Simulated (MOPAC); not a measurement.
MOPAC input (PM6):

```
PM6 1SCF GEO-OK AUX(PRECISION=9) THREADS=1
ClCs

Cs   -0.00000000 1   -0.00000000 1   -0.69879311 1
Cl    0.00000000 1    0.00000000 1    2.26080125 1
```

From the last part of the output:

```
                                                       MOPAC v23.2.5 Linux

          FINAL HEAT OF FORMATION =        -62.12799 KCAL/MOL =    -259.94353 KJ/MOL

          COSMO AREA              =        206.98 SQUARE ANGSTROMS
          COSMO VOLUME            =        275.99 CUBIC ANGSTROMS

          IONIZATION POTENTIAL    =          8.705185 EV
          HOMO LUMO ENERGIES (EV) =         -8.705  0.213
          NO. OF FILLED LEVELS    =          4
          MOLECULAR WEIGHT        =        168.3584         POINT GROUP:  C*v

          MOLECULAR DIMENSIONS (Angstroms)

            Atom       Atom       Distance
           Cl     2   Cs     1     2.95959
           Cl     2   Cs     1     0.00000
           Cs     1   Cl     2     0.00000

          SCF CALCULATIONS        =          1

   ATOM   CHEMICAL          X               Y               Z
  NUMBER   SYMBOL      (ANGSTROMS)     (ANGSTROMS)     (ANGSTROMS)

     1      Cs         -0.00000000  *  -0.00000000  *  -0.69879311  *
     2      Cl          0.00000000  *   0.00000000  *   2.26080125  *

                             CARTESIAN COORDINATES

   1   Cs       -0.000000000    -0.000000000    -0.698793110
   2   Cl        0.000000000     0.000000000     2.260801250

           Empirical Formula: Cs Cl  =     2 atoms

      MOLECULAR POINT GROUP   :   C*v

                  EIGENVALUES
 -24.70110  -9.28959  -8.70518  -8.70518   0.21269   3.21971   3.21971   3.53970
 100.10606 100.20659 100.20659 100.47457 100.47457

              NET ATOMIC CHARGES AND DIPOLE CONTRIBUTIONS

  ATOM NO.   TYPE          CHARGE      No. of ELECS.   s-Pop       p-Pop       d-Pop
    1         Cs           0.799516        0.2005     0.00011     0.20037
    2         Cl          -0.799516        7.7995     1.99635     5.80300     0.00017
 DIPOLE           X         Y         Z       TOTAL
 POINT-CHG.     0.000     0.000   -11.366    11.366
 HYBRID         0.000     0.000     0.022     0.022
 SUM            0.000     0.000   -11.343    11.343

          ATOMIC ORBITAL ELECTRON POPULATIONS

     Atom    s        px        py        pz      x^2-y^2     xz        z^2       yz        xy
    1 Cs   0.00011   0.01922   0.01922   0.16194
    2 Cl   1.99635   1.98074   1.98074   1.84152   0.00000   0.00004   0.00008   0.00004   0.00000

 **********************
 *                    *
 * JOB ENDED NORMALLY *
 *                    *
 **********************

 == MOPAC DONE ==
```
